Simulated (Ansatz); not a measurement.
C₂H₅ClF₂Si (`FC(F)(Cl)C[SiH3]`) at its PBE0-D4/def2-TZVP geometry, where that method's forces vanish. Total charge 0; spin multiplicity 1.

| atom | x (Å) | y (Å) | z (Å) |
| --- | --- | --- | --- |
| F1 | -0.403 | 1.193 | 1.576 |
| C2 | -0.666 | 1.159 | 0.258 |
| F3 | -1.905 | 0.656 | 0.121 |
| Cl4 | -0.708 | 2.847 | -0.322 |
| C5 | 0.343 | 0.328 | -0.477 |
| Si6 | 0.445 | -1.479 | 0.090 |
| H7 | 1.324 | 0.794 | -0.357 |
| H8 | 0.099 | 0.355 | -1.541 |
| H9 | 0.843 | -1.559 | 1.516 |
| H10 | 1.483 | -2.129 | -0.751 |
| H11 | -0.855 | -2.164 | -0.113 |

Question: For each bond, give half the difference of the two atoms' forces along it (eV/Å; positive pushes the atoms apart) under PBE-D4, r2SCAN-D4, B3LYP-D4, ωB97M-V in def2-TZVPP. (An estimate is asked.)

Answer: Computed: 
```tsv
bond	length (Å)	PBE-D4	r2SCAN-D4	B3LYP-D4	ωB97M-V
F1–C2	1.344	0.58	0.26	0.31	0.21
C2–F3	1.344	0.58	0.26	0.31	0.21
C2–Cl4	1.785	0.25	0.20	0.19	-0.08
C2–C5	1.500	-0.15	-0.09	-0.03	0.04
C5–Si6	1.896	-0.02	0.00	0.10	0.03
C5–H7	1.092	0.10	-0.02	-0.09	-0.07
C5–H8	1.092	0.10	-0.02	-0.09	-0.07
Si6–H9	1.483	0.07	-0.03	-0.08	-0.11
Si6–H10	1.485	0.07	-0.02	-0.09	-0.11
Si6–H11	1.483	0.07	-0.03	-0.08	-0.11
```

B3LYP here is the variant with VWN-RPA as its local correlation; programs differ in this.
